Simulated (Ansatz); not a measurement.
AlSi5, relaxed as a doublet with UKS r2SCAN-D4/def2-SVP in Ansatz, starting from the GFN2-xTB geometry. Force threshold 0.02 eV/Å.

The relaxation made no stability test and no search for a lower SCF solution. The structure comes from a short search, and lower isomers may exist.

Start:

```xyz
6

Al    1.115   -0.591   -1.744
Si    0.401   -0.373    2.069
Si    0.091   -1.696    0.259
Si   -1.266   -0.044   -1.164
Si   -1.310    1.665    0.319
Si    0.970    1.039    0.261
```

| step | energy (eV) | largest force component (eV/Å) | SCF passes |
| --- | --- | --- | --- |
| 1 | -45963.4103 | 1.536 | 29 |
| 2 | -45963.9215 | 0.682 | 50 |
| 3 | -45964.2784 | 0.917 | 48 |
| 4 | -45964.6562 | 0.917 | 38 |
| 5 | -45964.8825 | 0.502 | 37 |
| 6 | -45965.0310 | 0.486 | 33 |
| 7 | -45965.1422 | 0.335 | 32 |
| 8 | -45965.2137 | 0.204 | 32 |
| 9 (rejected) | -45965.1945 | 0.358 | 31 |
| 10 | -45965.2229 | 0.104 | 26 |
| 11 (rejected) | -45965.1925 | 0.417 | 26 |
| 12 | -45965.2246 | 0.012 | 27 |

Force components are those of the run's own axes.

End:

```xyz
6

Al    1.3448   -0.8876   -1.4245
Si    0.6815   -0.0935    1.9663
Si   -0.4147   -1.3092    0.2285
Si   -1.0848    0.3725   -1.4815
Si   -1.3665    0.8118    0.7996
Si    0.8396    1.1060   -0.0883
```

Bonds formed: Si2–Si5, Si3–Si5, Si4–Si6 (atoms count from 1).

No frequencies were taken in this run, so the end may be a saddle point.

Hardware: 4 threads of AMD EPYC 9B14 on a shared host. Wall time 33 s.
